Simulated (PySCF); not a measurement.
**Spinor energies of Te⁺ (tellurium, charge +1)**

Start: [Kr] 4d10 5s2 5p3; 5p1/2 filled at m_j = -1/2, +1/2; 5p3/2 filled at m_j = +3/2. Calculated with PySCF 2.14 in x2c-TZVPall-2c (8s9p5d2f, 74 functions): generalised Hartree-Fock with the X2C-1e Hamiltonian and a Gaussian nucleus; one run each with spin-orbit coupling (SO) switched off, then screened by Boettger's factors.

| spinor shell | electrons | ε, spin-free (eV) | ε, screened SO (eV) | weight of nominal j (screened SO) | rms radius, screened SO (bohr) |
| --- | --- | --- | --- | --- | --- |
| 1s1/2 | 2 | -31982.0 | -31978.6 | 1.000 | 0.0318 |
| 2s1/2 | 2 | -5009.6 | -5008.6 | 1.000 | 0.130 |
| 2p1/2 | 2 | -4490.9 | -4681.6 | 1.000 | 0.112 |
| 3s1/2 | 2 | -1045.9 | -1045.6 | 1.000 | 0.343 |
| 3p1/2 | 2 | -873.26 | -909.83 | 1.000 | 0.336 |
| 3p3/2 | 4 | -873.26 | -856.52 | 1.000 | 0.347 |
| 3d3/2 | 4 | -612.75 | -619.10 | 1.000 | 0.320 |
| 3d5/2 | 6 | -612.75 | -608.18 | 1.000 | 0.323 |
| 4s1/2 | 2 | -202.37 | -202.25 | 1.000 | 0.814 |
| 4p1/2 | 2 | -146.33 | -153.34 | 0.999 | 0.858 |
| 4p3/2 | 4 | -146.33 | -143.05 | 1.000 | 0.887 |
| 4d3/2 | 4 | -62.108 | -63.020 | 0.985 | 1.04 |
| 4d5/2 | 6 | -62.108 | -61.360 | 0.990 | 1.05 |
| 5s1/2 | 2 | -28.236 | -28.203 | 1.000 | 2.21 |
| 5p1/2 | 2 | -18.835 | -19.041 | 0.626 | 2.64 |
| 5p3/2 | 1 | -18.835 | -18.428 | 1.000 | 2.70 |

**Question.** Where does 2p3/2 lie, and what is the 2p spin-orbit splitting (screened SO)?

**Answer.** At -4404.6 eV, 277.06 eV above 2p1/2.

```tsv
quantity	spin-free	screened SO
E (hartree)	-6789.67712	-6791.56677
M_J	3/2	3/2
⟨J²⟩	3.752	3.755
⟨L²⟩	0.000	0.102
⟨S²⟩	3.752	3.660
```

Each row is a mean over spinors that exchange with the open shell spreads, by up to 6.944 eV (5s1/2).

Rows whose weight is well below 1 are mixtures of j = l ± 1/2: exchange outweighs spin-orbit coupling there, and the label is only the starting occupation.

Breit and QED terms are absent; they matter most for the inner s and p1/2 levels.

Densities and radii are taken from the X2C orbitals without a picture-change correction, which distorts them close to the nucleus.

Without spin-orbit coupling the j labels of p, d and f shells carry no meaning; the spin-free column gives the mean over the occupied spinors of each nl shell.
